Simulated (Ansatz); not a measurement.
`FBCF` + `N[SiH2][SiH3]` → `N[SiH]([SiH3])BF` + `CF`  (formal exchange of groups at a B–C bond)

Computed with Ansatz on PBE0-D4/def2-TZVP structures; ΔE is electronic, products minus reactants. CCSD(T)/CBS is the MP2 limit (def2-TZVPP, def2-QZVPP) plus CCSD(T) − MP2 in def2-TZVPP, frozen cores. This one scheme is used for every species. One conformer a species, not always the lowest.

```csv
level,ΔE (kcal/mol)
HF/def2-TZVPP,8.3
MP2/def2-QZVPP,6.4
```

(1) What does CCSD(T)/CBS give? (Best estimate.)

Largest T1 diagnostic among the species: 0.014.

## Answers

(1) Computed: +5.6 kcal/mol. The listed levels differ from it by 2.7, 0.8 kcal/mol.

The D4 term adds −0.8 kcal/mol with B3LYP and −0.5 kcal/mol with PBE0; it sums over pairs of atoms, weighted by their polarisabilities, and B3LYP, whose exchange is more repulsive, gets the larger term. From PBE to PBE0 (25 % exact exchange), in def2-TZVPP and without D4, ΔE moves by +0.9 kcal/mol.

B3LYP here is the variant with VWN-RPA as its local correlation; programs differ in this.
